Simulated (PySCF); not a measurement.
C₄H₁₀FGaO, singlet, at a GFN2-xTB geometry (such geometries of metal compounds can be far from the true shape), atoms displaced at random by about 0.08 Å a coordinate; B3LYP/STO-3G, gradient by finite differences (PySCF).

Input for PySCF:
```python
from pyscf import gto, scf, dft

mol = gto.Mole()
mol.atom = '''
    Ga    0.092904   -0.255670    0.135809
    F    -0.718566   -0.747994    1.558196
    C     2.115990   -1.031156   -0.529599
    C     2.245408   -2.321555    0.337766
    H     2.735780   -0.200429   -0.541939
    H     1.768421   -1.303926   -1.596187
    H     1.481423   -3.130048    0.329238
    H     2.276794   -1.952230    1.424729
    H     3.375790   -2.675634   -0.034631
    O    -0.409636    1.072705   -0.919914
    C    -1.335345    2.165768   -0.887137
    C    -2.465322    1.956333    0.194391
    H    -0.961355    3.115363   -0.870074
    H    -1.916674    1.943817   -1.838273
    H    -2.107913    1.805477    1.116297
    H    -3.268080    2.580717   -0.026997
    H    -2.765768    0.733316    0.094934
'''
mol.basis = 'sto-3g'
mol.charge = 0
mol.spin = 0
mol.verbose = 4
mol.build()

mf = dft.RKS(mol)
mf.xc = 'b3lyp'
mf.conv_tol = 1e-11
mf.kernel()
scan, done = mf.as_scanner(), []
scan.scf_summary = {}
def energy(d):
    c = mol.atom_coords()
    c[13, 0] += d
    e = scan(mol.set_geom_(c, unit='Bohr', inplace=False))
    done.append(scan.converged)
    return e
h = 1e-3
fd = (energy(h) - energy(-h)) / (2 * h)
print('dE/dx =', fd)
```

Problem. Predict the main parts of the log of this PySCF run.

Solution. 
```
PySCF version 2.14.0

[INPUT] verbose = 4
[INPUT] num. atoms = 17
[INPUT] num. electrons = 82
[INPUT] charge = 0
[INPUT] spin (= nelec alpha-beta = 2S) = 0
[INPUT] symmetry False subgroup None
[INPUT] Mole.unit = angstrom
[INPUT] Symbol           X                Y                Z      unit          X                Y                Z       unit  Magmom
[...]
nuclear repulsion = 559.154435378717
number of shells = 36
number of NR pGTOs = 174
number of NR cGTOs = 58
basis = sto-3g
ecp = {}

******** <class 'pyscf.dft.rks.RKS'> ********
method = RKS
initial guess = minao
damping factor = 0
level_shift factor = 0
DIIS = <class 'pyscf.scf.diis.CDIIS'>
diis_start_cycle = 1
diis_space = 8
diis_damp = 0
SCF conv_tol = 1e-11
SCF conv_tol_grad = None
SCF max_cycles = 50
direct_scf = True
direct_scf_tol = 1e-13
XC library pyscf.dft.libxc version 7.1.2
    S. Lehtola, C. Steigemann, M. J. T. Oliveira, and M. A. L. Marques,  SoftwareX 7, 1–5 (2018)
XC functionals = b3lyp
    P. J. Stephens, F. J. Devlin, C. F. Chabalowski, and M. J. Frisch,  J. Phys. Chem. 98, 11623 (1994)
radial grids:
    Treutler-Ahlrichs [JCP 102, 346 (1995); DOI:10.1063/1.469408] (M4) radial grids

becke partition: Becke, JCP 88, 2547 (1988); DOI:10.1063/1.454033
pruning grids: <function nwchem_prune>
grids dens level: 3
symmetrized grids: False
atomic radii adjust function: <function treutler_atomic_radii_adjust>
small_rho_cutoff = 0
Set gradient conv threshold to 3.16228e-06
Initial guess from minao.
tot grids = 203800
init E= -2229.27096391896
[...]
cycle= 1 E= -2230.88250196843  delta_E= -1.61  |g|= 0.783  |ddm|= 4.79
[...]
cycle= 2 E= -2183.76364505194  delta_E= 47.1  |g|= 6.98  |ddm|= 10.3
[...]
cycle= 3 E= -2230.72435117453  delta_E=  -47  |g|= 1.29  |ddm|= 9.97
[...]
cycle= 4 E= -2231.11236748787  delta_E= -0.388  |g|= 0.69  |ddm|= 2.01
[...]
cycle= 5 E= -2231.20140060588  delta_E= -0.089  |g|= 0.432  |ddm|= 0.516
[...]
cycle= 6 E= -2231.19179719823  delta_E= 0.0096  |g|= 0.444  |ddm|= 0.296
[...]
cycle= 7 E= -2231.24796095559  delta_E= -0.0562  |g|= 0.202  |ddm|= 0.469
[...]
cycle= 8 E= -2231.26254267842  delta_E= -0.0146  |g|= 0.0228  |ddm|= 0.351
[...]
cycle= 9 E= -2231.26274017038  delta_E= -0.000197  |g|= 0.0062  |ddm|= 0.0467
[...]
cycle= 10 E= -2231.26275708232  delta_E= -1.69e-05  |g|= 0.00167  |ddm|= 0.0129
[...]
cycle= 11 E= -2231.26275902647  delta_E= -1.94e-06  |g|= 0.000706  |ddm|= 0.00551
[...]
cycle= 12 E= -2231.26275984216  delta_E= -8.16e-07  |g|= 0.000196  |ddm|= 0.005
[...]
converged SCF energy = -2231.26276001995
converged SCF energy = -2231.26276875634
[...]
  13 H     -0.961355000000   3.115363000000  -0.870074000000 AA   -1.816697658481   5.887182848603  -1.644201568105 Bohr
  14 H     -1.917203177211   1.943817000000  -1.838273000000 AA   -3.622988930075   3.673281766274  -3.473832512183 Bohr
  15 H     -2.107913000000   1.805477000000   1.116297000000 AA   -3.983378264410   3.411857054201   2.109495603674 Bohr
  16 H     -3.268080000000   2.580717000000  -0.026997000000 AA   -6.175776153169   4.876848335009  -0.051016936185 Bohr
  17 H     -2.765768000000   0.733316000000   0.094934000000 AA   -5.226544044086   1.385766402762   0.179399259909 Bohr

******** <class 'pyscf.scf.hf.RKS_Scanner'> ********
method = RKS_Scanner
initial guess = minao
damping factor = 0
level_shift factor = 0
DIIS = <class 'pyscf.scf.diis.CDIIS'>
diis_start_cycle = 1
diis_space = 8
diis_damp = 0
SCF conv_tol = 1e-11
SCF conv_tol_grad = None
SCF max_cycles = 50
direct_scf = True
direct_scf_tol = 1e-13
XC library pyscf.dft.libxc version 7.1.2
    S. Lehtola, C. Steigemann, M. J. T. Oliveira, and M. A. L. Marques,  SoftwareX 7, 1–5 (2018)
XC functionals = b3lyp
    P. J. Stephens, F. J. Devlin, C. F. Chabalowski, and M. J. Frisch,  J. Phys. Chem. 98, 11623 (1994)
radial grids:
    Treutler-Ahlrichs [JCP 102, 346 (1995); DOI:10.1063/1.469408] (M4) radial grids

becke partition: Becke, JCP 88, 2547 (1988); DOI:10.1063/1.454033
pruning grids: <function nwchem_prune>
grids dens level: 3
symmetrized grids: False
atomic radii adjust function: <function treutler_atomic_radii_adjust>
small_rho_cutoff = 0
Set gradient conv threshold to 3.16228e-06
tot grids = 203800
init E= -2231.26262680846
[...]
cycle= 1 E= -2231.2627511241  delta_E= -0.000124  |g|= 0.000176  |ddm|= 0.00101
[...]
cycle= 2 E= -2231.26275112785  delta_E= -3.75e-09  |g|= 0.000174  |ddm|= 0.000621
[...]
cycle= 3 E= -2231.26275113431  delta_E= -6.46e-09  |g|= 0.000125  |ddm|= 0.000444
[...]
cycle= 4 E= -2231.26275113911  delta_E= -4.8e-09  |g|= 4.66e-05  |ddm|= 0.000242
[...]
cycle= 5 E= -2231.26275113962  delta_E= -5.05e-10  |g|= 2.72e-05  |ddm|= 0.000113
[...]
cycle= 6 E= -2231.2627511399  delta_E= -2.82e-10  |g|= 1.67e-06  |ddm|= 4.45e-05
[...]
cycle= 7 E= -2231.26275113989  delta_E= 9.55e-12  |g|= 1.13e-06  |ddm|= 5.08e-06
[...]
Extra cycle  E= -2231.2627511399  delta_E= -1.23e-11  |g|= 1.81e-06  |ddm|= 5.36e-06
converged SCF energy = -2231.2627511399
dE/dx = -0.008808219263300998
```
